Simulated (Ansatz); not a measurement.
Born–Oppenheimer molecular dynamics of a periodic cell of 15 atoms, CaH$_{8}$Cl$_{2}$O$_{4}$ (contents 4 H2O + 1 Ca + 2 Cl, density as packed 1.63 g/cm³ with natural masses). It goes on from the last frame of an earlier run, with new velocities.

These are results of DFT PBE-D3(BJ), scalar-relativistic, plane waves, PAW in Ansatz 0.2.0, not measurements. Settings: accuracy low, cutoff 420 eV, k mesh 1x1x1, fermi-dirac smearing 0.05 eV, no spin polarisation.

- ensemble: NVT, Nosé–Hoover chain
- time step: 0.5 fs
- steps asked: 400
- set temperature: 350 K
- thermostat: time constant 100 fs, chain length 5
- masses: H 2.014 u
- seed: 578257

Frames 2.5 fs apart, positions in Å, forces in eV/Å.

Velocities at 65.0 fs (Å/ps):

```
O -5.90 -1.96 -1.08
H 2.21 1.58 -6.16
H -3.92 5.99 16.19
O 1.11 -8.34 -1.44
H 19.40 16.80 -5.42
H 12.83 0.54 -5.50
O -2.32 -3.74 0.78
H 1.84 -4.27 -1.58
H 6.83 4.01 -5.24
O 2.96 4.68 -5.71
H -14.88 -8.36 5.67
H 8.73 13.50 -1.20
Ca 5.65 -2.33 1.05
Cl -5.43 3.51 -0.71
Cl -0.97 1.66 3.07
```

```xyz
15
Lattice="5.7083 0.0000 0.0000 0.0000 5.7083 0.0000 0.0000 0.0000 5.7083" Properties=species:S:1:pos:R:3:forces:R:3 time_fs=65.0 energy_less_start_eV=0.074 T=302
O 4.650 1.813 2.722 0.37 0.34 1.10
H 4.226 0.968 2.673 -0.79 -1.01 0.04
H 4.683 2.184 1.837 0.44 0.28 -1.51
O 0.328 5.032 2.998 -0.17 0.93 1.91
H 0.522 5.889 3.475 -0.13 -0.97 -0.47
H 0.230 5.291 2.084 -0.02 0.05 -1.12
O 1.900 2.665 4.013 -0.55 1.70 1.33
H 1.410 3.149 4.814 0.59 -1.20 -1.45
H 2.201 1.818 4.392 0.01 -0.55 0.32
O 2.894 4.448 1.893 -0.78 0.19 -1.03
H 2.023 3.978 1.882 0.45 0.33 0.17
H 2.842 5.036 1.040 0.46 -0.79 1.01
Ca 4.063 3.752 3.756 0.07 0.27 0.54
Cl -2.483 0.197 -0.593 0.09 0.27 -0.17
Cl -0.033 3.444 0.526 -0.05 0.15 -0.68
15
Lattice="5.7083 0.0000 0.0000 0.0000 5.7083 0.0000 0.0000 0.0000 5.7083" Properties=species:S:1:pos:R:3:forces:R:3 time_fs=67.5 energy_less_start_eV=0.107 T=283
O 4.636 1.809 2.722 0.26 0.06 1.28
H 4.219 0.956 2.658 -0.64 -0.75 -0.02
H 4.680 2.205 1.851 0.44 0.27 -1.68
O 0.330 5.014 2.998 0.10 2.42 1.04
H 0.566 5.909 3.452 -0.43 -1.94 -0.72
H 0.262 5.291 2.058 0.01 -0.44 0.04
O 1.893 2.659 4.017 -0.09 1.34 0.47
H 1.423 3.122 4.790 0.15 -0.70 -0.68
H 2.218 1.818 4.384 0.03 -0.66 0.38
O 2.899 4.459 1.877 -1.61 -0.76 -0.23
H 2.000 3.967 1.897 1.58 1.09 -0.09
H 2.869 5.058 1.051 0.17 -0.69 0.60
Ca 4.078 3.747 3.759 -0.02 0.40 0.53
Cl -2.497 0.206 -0.595 0.14 0.24 -0.24
Cl -0.035 3.449 0.534 -0.08 0.11 -0.67
15
Lattice="5.7083 0.0000 0.0000 0.0000 5.7083 0.0000 0.0000 0.0000 5.7083" Properties=species:S:1:pos:R:3:forces:R:3 time_fs=70.0 energy_less_start_eV=0.028 T=326
O 4.623 1.804 2.726 -0.26 -0.48 -0.45
H 4.194 0.924 2.642 0.03 0.65 0.04
H 4.689 2.231 1.819 0.34 -0.52 -0.04
O 0.333 5.004 3.001 -0.04 1.85 -0.57
H 0.599 5.876 3.409 -0.24 -0.96 -0.01
H 0.294 5.278 2.033 -0.06 -0.84 0.96
O 1.886 2.658 4.023 1.44 -0.54 -1.22
H 1.437 3.076 4.750 -1.03 0.55 1.27
H 2.236 1.801 4.388 -0.23 0.01 0.05
O 2.899 4.468 1.860 -0.75 -1.24 1.15
H 2.021 3.986 1.911 0.93 0.83 -0.25
H 2.902 5.061 1.078 -0.07 0.00 -0.50
Ca 4.092 3.742 3.763 -0.07 0.41 0.52
Cl -2.510 0.216 -0.597 0.19 0.21 -0.32
Cl -0.038 3.453 0.540 -0.18 0.06 -0.62
15
Lattice="5.7083 0.0000 0.0000 0.0000 5.7083 0.0000 0.0000 0.0000 5.7083" Properties=species:S:1:pos:R:3:forces:R:3 time_fs=72.5 energy_less_start_eV=0.137 T=267
O 4.609 1.799 2.729 -0.36 -0.47 -1.62
H 4.169 0.909 2.628 0.32 1.20 0.09
H 4.709 2.243 1.784 0.21 -0.99 1.07
O 0.336 5.001 3.002 -0.71 -0.56 -1.49
H 0.626 5.819 3.368 0.54 1.43 1.21
H 0.325 5.241 2.033 -0.18 -0.79 0.66
O 1.885 2.654 4.024 1.98 -1.26 -1.47
H 1.423 3.044 4.743 -1.33 0.83 1.73
H 2.247 1.783 4.392 -0.42 0.51 -0.20
O 2.896 4.472 1.848 1.61 -0.58 1.87
H 2.064 4.027 1.917 -1.34 -0.35 -0.18
H 2.932 5.063 1.091 -0.16 0.50 -1.22
Ca 4.106 3.737 3.768 -0.14 0.37 0.50
Cl -2.523 0.226 -0.600 0.25 0.15 -0.33
Cl -0.041 3.458 0.544 -0.24 0.01 -0.61
15
Lattice="5.7083 0.0000 0.0000 0.0000 5.7083 0.0000 0.0000 0.0000 5.7083" Properties=species:S:1:pos:R:3:forces:R:3 time_fs=75.0 energy_less_start_eV=0.045 T=317
O 4.594 1.791 2.726 0.11 0.33 -1.64
H 4.152 0.926 2.616 -0.02 0.41 0.02
H 4.735 2.227 1.779 0.08 -0.97 1.19
O 0.336 4.997 2.999 -0.79 -1.05 -0.14
H 0.668 5.798 3.360 0.62 1.51 1.15
H 0.350 5.182 2.050 -0.20 -0.35 -0.62
O 1.890 2.647 4.021 0.53 -0.01 0.52
H 1.374 3.033 4.782 0.05 -0.24 -0.29
H 2.247 1.779 4.392 -0.37 0.43 -0.18
O 2.899 4.475 1.842 2.58 0.33 1.20
H 2.071 4.061 1.917 -2.18 -0.77 -0.13
H 2.958 5.077 1.072 -0.25 -0.01 -0.57
Ca 4.120 3.734 3.773 -0.28 0.37 0.45
Cl -2.535 0.236 -0.604 0.31 0.04 -0.29
Cl -0.044 3.462 0.548 -0.19 -0.03 -0.66
15
Lattice="5.7083 0.0000 0.0000 0.0000 5.7083 0.0000 0.0000 0.0000 5.7083" Properties=species:S:1:pos:R:3:forces:R:3 time_fs=77.5 energy_less_start_eV=-0.030 T=358
O 4.579 1.785 2.717 0.67 1.07 -0.55
H 4.134 0.955 2.604 -0.65 -0.88 -0.10
H 4.764 2.183 1.807 0.11 -0.48 0.26
O 0.333 4.989 2.995 0.10 0.86 1.80
H 0.725 5.816 3.382 -0.37 -0.75 -0.19
H 0.369 5.112 2.051 -0.11 0.03 -1.22
O 1.897 2.640 4.019 -0.71 1.17 1.47
H 1.325 3.016 4.815 0.95 -0.72 -1.43
H 2.235 1.787 4.386 -0.10 -0.16 0.05
O 2.911 4.478 1.841 0.30 -0.10 0.45
H 2.022 4.074 1.914 0.27 0.31 -0.30
H 2.977 5.091 1.036 -0.33 -0.69 0.38
Ca 4.133 3.730 3.779 -0.42 0.44 0.38
Cl -2.547 0.246 -0.608 0.36 -0.07 -0.25
Cl -0.048 3.467 0.551 -0.06 -0.04 -0.75
15
Lattice="5.7083 0.0000 0.0000 0.0000 5.7083 0.0000 0.0000 0.0000 5.7083" Properties=species:S:1:pos:R:3:forces:R:3 time_fs=80.0 energy_less_start_eV=0.062 T=309
O 4.567 1.783 2.706 0.14 0.08 1.19
H 4.098 0.961 2.591 -0.54 -0.72 -0.02
H 4.796 2.125 1.841 0.48 0.31 -1.49
O 0.331 4.984 2.998 0.56 1.64 1.21
H 0.773 5.815 3.401 -0.87 -1.64 -0.90
H 0.385 5.042 2.020 -0.13 0.13 0.07
O 1.902 2.636 4.022 -1.02 1.55 1.23
H 1.302 2.980 4.808 0.99 -0.49 -1.35
H 2.220 1.790 4.382 0.16 -0.68 0.20
O 2.924 4.480 1.841 -1.32 -0.39 0.06
H 1.978 4.096 1.901 1.91 0.81 -0.29
H 2.985 5.086 1.009 -0.27 -0.89 0.79
Ca 4.146 3.728 3.786 -0.50 0.50 0.32
Cl -2.559 0.256 -0.612 0.39 -0.16 -0.23
Cl -0.051 3.471 0.552 0.02 -0.04 -0.77
15
Lattice="5.7083 0.0000 0.0000 0.0000 5.7083 0.0000 0.0000 0.0000 5.7083" Properties=species:S:1:pos:R:3:forces:R:3 time_fs=82.5 energy_less_start_eV=-0.070 T=381
O 4.555 1.780 2.699 -0.63 -1.09 1.02
H 4.048 0.947 2.576 0.18 0.46 0.18
H 4.843 2.074 1.835 0.50 0.35 -1.44
O 0.331 4.985 3.004 0.11 0.56 -0.35
H 0.797 5.769 3.395 -0.40 -0.71 -0.60
H 0.397 4.976 1.990 -0.22 0.23 1.29
O 1.904 2.639 4.030 0.01 0.58 0.12
H 1.306 2.931 4.763 0.03 0.26 -0.10
H 2.210 1.775 4.383 0.15 -0.41 -0.01
O 2.932 4.482 1.842 -1.09 -0.28 0.11
H 1.986 4.139 1.881 1.48 0.40 -0.07
H 2.986 5.056 1.005 -0.04 -0.55 0.52
Ca 4.158 3.726 3.793 -0.50 0.48 0.27
Cl -2.570 0.265 -0.617 0.40 -0.24 -0.23
Cl -0.055 3.475 0.553 0.02 -0.03 -0.70
15
Lattice="5.7083 0.0000 0.0000 0.0000 5.7083 0.0000 0.0000 0.0000 5.7083" Properties=species:S:1:pos:R:3:forces:R:3 time_fs=85.0 energy_less_start_eV=-0.003 T=344
O 4.541 1.774 2.695 -0.21 -0.92 -0.92
H 4.002 0.946 2.567 0.51 0.91 0.23
H 4.902 2.033 1.790 -0.25 -0.12 0.52
O 0.330 4.987 3.010 -1.25 -1.65 -1.38
H 0.812 5.706 3.373 0.94 1.36 0.38
H 0.402 4.916 1.997 -0.22 0.34 1.31
O 1.905 2.643 4.038 1.74 -0.83 -1.39
H 1.309 2.889 4.718 -1.51 1.04 1.66
H 2.204 1.749 4.383 0.01 0.26 -0.32
O 2.937 4.482 1.843 0.99 0.08 0.67
H 2.034 4.193 1.858 -0.97 -0.64 0.24
H 2.986 5.010 1.015 0.31 0.18 -0.37
Ca 4.169 3.725 3.800 -0.50 0.39 0.22
Cl -2.579 0.275 -0.622 0.41 -0.33 -0.21
Cl -0.059 3.480 0.552 0.00 -0.07 -0.63
15
Lattice="5.7083 0.0000 0.0000 0.0000 5.7083 0.0000 0.0000 0.0000 5.7083" Properties=species:S:1:pos:R:3:forces:R:3 time_fs=87.5 energy_less_start_eV=0.070 T=304
O 4.526 1.765 2.689 0.76 -0.02 -1.84
H 3.970 0.969 2.564 0.14 0.26 0.10
H 4.954 1.988 1.759 -0.86 -0.25 1.61
O 0.325 4.984 3.010 -1.44 -1.53 -0.04
H 0.851 5.677 3.360 1.03 1.30 0.38
H 0.401 4.867 2.039 -0.07 0.32 -0.03
O 1.913 2.644 4.042 1.12 -0.79 -0.61
H 1.273 2.876 4.715 -0.78 0.71 0.91
H 2.198 1.730 4.374 -0.08 0.62 -0.38
O 2.946 4.483 1.847 1.98 0.15 1.10
H 2.055 4.229 1.843 -2.24 -1.11 0.40
H 2.996 4.968 1.014 0.58 0.63 -0.99
Ca 4.179 3.724 3.808 -0.58 0.31 0.17
Cl -2.589 0.283 -0.627 0.43 -0.44 -0.18
Cl -0.062 3.484 0.549 0.00 -0.17 -0.63
15
Lattice="5.7083 0.0000 0.0000 0.0000 5.7083 0.0000 0.0000 0.0000 5.7083" Properties=species:S:1:pos:R:3:forces:R:3 time_fs=90.0 energy_less_start_eV=0.020 T=331
O 4.514 1.756 2.675 1.42 0.84 -1.34
H 3.941 1.000 2.564 -0.50 -0.69 -0.08
H 4.982 1.937 1.773 -0.89 -0.15 1.34
O 0.316 4.976 3.012 -0.04 0.69 2.47
H 0.918 5.683 3.357 -0.47 -0.67 -0.49
H 0.399 4.827 2.079 0.11 0.14 -1.63
O 1.924 2.643 4.043 -0.74 0.21 0.83
H 1.217 2.884 4.737 1.01 0.02 -0.70
H 2.190 1.728 4.355 -0.05 0.42 -0.17
O 2.960 4.484 1.855 -0.43 -0.14 0.40
H 2.019 4.235 1.839 0.27 -0.41 0.35
H 3.022 4.943 0.987 0.49 0.26 -0.29
Ca 4.189 3.724 3.816 -0.69 0.26 0.13
Cl -2.597 0.291 -0.633 0.45 -0.57 -0.13
Cl -0.066 3.488 0.546 0.06 -0.23 -0.68
15
Lattice="5.7083 0.0000 0.0000 0.0000 5.7083 0.0000 0.0000 0.0000 5.7083" Properties=species:S:1:pos:R:3:forces:R:3 time_fs=92.5 energy_less_start_eV=0.113 T=281
O 4.507 1.749 2.657 0.30 0.38 0.59
H 3.900 1.012 2.562 -0.32 -0.52 -0.10
H 4.985 1.882 1.822 0.02 0.10 -0.52
O 0.306 4.970 3.021 0.87 1.39 1.87
H 0.972 5.672 3.340 -1.20 -1.40 -0.67
H 0.398 4.791 2.077 -0.03 0.20 -0.88
O 1.933 2.643 4.047 -1.55 1.20 0.97
H 1.187 2.893 4.741 1.65 -0.24 -1.13
H 2.180 1.737 4.330 0.06 -0.23 0.14
O 2.974 4.485 1.864 -1.88 -0.07 -0.58
H 1.989 4.228 1.845 2.02 0.09 0.22
H 3.062 4.926 0.952 0.19 -0.25 0.78
Ca 4.198 3.724 3.825 -0.75 0.24 0.09
Cl -2.605 0.298 -0.639 0.48 -0.68 -0.08
Cl -0.070 3.491 0.542 0.13 -0.21 -0.72
```

Of the whole run (200 fs, mean temperature of the second half 349 K): The conserved energy stayed within 0.16 meV per atom of its start (net change 0.018 meV per atom), so the integration is sound. A run of 0.2 ps of so small a system gives no equilibrium averages. Limits of this set-up: coarse k mesh, low accuracy level.

Time of the run: 4.5 min on 1 thread of Arm Neoverse V1, on a shared host, peak memory 0.32 GiB.
